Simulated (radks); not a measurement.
Q: These are the eigenvalues of the occupied orbitals of an atom or ion with whole-number occupations (hartree). All-electron calculation, Dirac Kohn-Sham, PBE, spin-unpolarised, spherical densities, finite nucleus; Fermi nuclear charge, rms radius of each element as measured or else 0.836 A^(1/3) + 0.57 fm. Program: a radial shooting solver on a logarithmic mesh with Libxc functionals.

| orbital | eigenvalue |
|---|---|
| 1s1/2 | -2630.397 |
| 2s1/2 | -457.1171 |
| 2p1/2 | -437.5602 |
| 2p3/2 | -384.6553 |
| 3s1/2 | -107.0768 |
| 3p1/2 | -98.32539 |
| 3p3/2 | -86.83597 |
| 3d3/2 | -72.10518 |
| 3d5/2 | -69.61099 |
| 4s1/2 | -23.63281 |
| 4p1/2 | -19.97740 |
| 4p3/2 | -17.29721 |
| 4d3/2 | -11.28843 |
| 4d5/2 | -10.79314 |
| 5s1/2 | -4.73512 |
| 5p1/2 | -3.61819 |
| 4f5/2 | -3.22949 |
| 5p3/2 | -3.20112 |
| 4f7/2 | -3.13695 |
| 5d3/2 | -1.70165 |

Which element is it, and in what charge state? The configuration may be excited. Open shells, if any, fill j = l - 1/2 first.

A: Z = 75, rhenium, charge +4: Re4+ in [Xe] 4f14 5d3. The list shows which subshells hold electrons but not how many an open one holds; the 1s level, -2630.4 hartree, gives Z - s = 72.5 by -(Z - s)^2/2, which with screening and relativity narrows Z to a few neighbours, and the depths of the outer levels then fix element, charge and occupations together.
